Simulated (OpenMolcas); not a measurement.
SnH4 (SMILES [SnH4]): how far must the basis set go?

The species is SnH4 (5 atoms), meant as a singlet with charge 0. As SMILES, `[SnH4]`. The shape is that of a PBE0-D4/def2-TZVP optimisation.

```xyz
5

Sn    0.0000    0.0000    0.0000
H     0.8239   -0.8535    1.2229
H    -1.5636    0.4034    0.5431
H    -0.1168   -0.9746   -1.3925
H     0.8565    1.4246   -0.3736
```

Program: OpenMolcas 26.06. Method: MP2 (core potential). Swept: basis set. Watched: the HOMO energy (Hartree–Fock orbitals). Each run: gradient, 4 core orbitals frozen. Hardware: 1 thread of Arm Neoverse V2, shared host.

Deviations are taken from the sweep's last point, which isn't the limit.

Q: The candidates, from coarse to fine: def2-SVP; def2-SVPD; def2-TZVP; def2-TZVPD; def2-TZVPPD. Estimate which is the coarsest that holds the HOMO energy (Hartree–Fock orbitals) within 0.01 eV of the last.

A: def2-TZVP: it is 0.0044 eV off and takes 6.6 s, against 38 s for def2-TZVPPD.

```csv
basis set,basis functions,value (eV),from the best (eV),wall time
def2-SVP,46,-12.1468,+0.0272,2.5 s
def2-SVPD,64,-12.1566,+0.0174,4.5 s
def2-TZVP,74,-12.1784,-0.0044,6.6 s
def2-TZVPD,92,-12.1792,-0.0052,13 s
def2-TZVPPD,124,-12.1740,0.0000,38 s
```
